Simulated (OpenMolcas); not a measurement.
Ti2+ (d2) in a complex was computed by CASSCF with the d shell active (OpenMolcas, ANO-RCC-VTZP on the metal). Its lowest spin-free states, and all those of the highest spin:

| 2S+1 | Degeneracy | E (cm-1) |
| --- | --- | --- |
| 3 | 1 | 0.0 |
| 3 | 3 | 2483 |
| 3 | 3 | 4333 |
| 1 | 2 | 11432 |
| 1 | 3 | 13545 |
| 3 | 3 | 15192 |
| 1 | 1 | 17511 |
| 1 | 3 | 18021 |
| 1 | 2 | 18925 |
| 1 | 3 | 19815 |
| 1 | 1 | 41223 |

Q: Is the site octahedral, tetrahedral or cube-like, axial, or of lower symmetry?

A: The states with 2S+1 = 3 have orbital degeneracies 1, 3, 3, 3. Threefold states need a cubic site. For d2 at this spin an octahedron puts the threefold T1 below the threefold T2 and a tetrahedron or cube puts the single A2 below the threefold T2, so the site is a tetrahedron or a cube, which this pattern cannot tell apart. The first gap at this spin, 2480 cm-1, is |10Dq| in ligand-field theory. The run had Ti2+ with 4 ligands (bromide) in tetrahedral coordination (Td) at 2.64 Å. A charge of +0.5 e stands 2.6 Å behind each ligand. Ligand basis ANO-RCC-VDZP.

Without dynamic correlation the repulsion within the d shell is too large (B by tens of per cent), so at a given field states of lower spin stand too high. Ligand-to-metal charge-transfer states are missing. With no ligand orbital active B as a rule stays too high, so bands that hang on it stand too high and its fall with covalency is understated. With metal d orbitals alone and no dynamic correlation the field as a rule comes out too small, by tens of per cent, by up to half for chloride and softer ligands. No measured value stands beside these numbers; the geometry was imposed, not optimised, and the real ion may take another.
